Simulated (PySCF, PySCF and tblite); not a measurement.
A run on one conformer of C11H14, numbered as in [cH:1]1[cH:2][cH:3][c:4]([CH:5]2[CH2:6][CH2:7][CH2:8][CH2:9]2)[cH:10][cH:11]1, from an ensemble study. The sound level was WP04/6-31G* on GFN2-xTB geometries.

Input:

```
{"job": {"xc": "M06-2X", "basis": "6-31G*", "kind": "nmr", "pop": false}, "charge": 0, "multiplicity": 1}
C      3.372366    -1.034735     0.226815
C      3.284284     0.218061    -0.353326
C      2.045502     0.790768    -0.584213
C      0.876983     0.124942    -0.239111
C     -0.466805     0.758388    -0.472643
C     -1.189526     1.076494     0.853479
C     -2.666438     0.830550     0.561189
C     -2.631828    -0.406035    -0.330614
C     -1.443573    -0.148305    -1.260925
C      0.978802    -1.133818     0.343432
C      2.214116    -1.709661     0.574035
H      4.337895    -1.483732     0.407803
H      4.182693     0.752105    -0.627620
H      1.986266     1.769926    -1.038906
H     -0.315512     1.688623    -1.027296
H     -0.989652     2.093438     1.188526
H     -0.849271     0.392307     1.632441
H     -3.251814     0.681906     1.467858
H     -3.086772     1.674640     0.011651
H     -3.560373    -0.556171    -0.880169
H     -2.451087    -1.292066     0.280443
H     -1.780890     0.370123    -2.159110
H     -0.963636    -1.074647    -1.574843
H      0.082398    -1.670097     0.619169
H      2.274938    -2.688859     1.027191
```

Command: OMP_NUM_THREADS=1 python ens_run.py task.json out

Output:

```
NotImplementedError: meta-GGA GIAO
```

What is wrong with this calculation?

The setting at fault: functional unknown or not served for shieldings. GIAO shieldings aren't available for M06-2X here. The program refused the input.
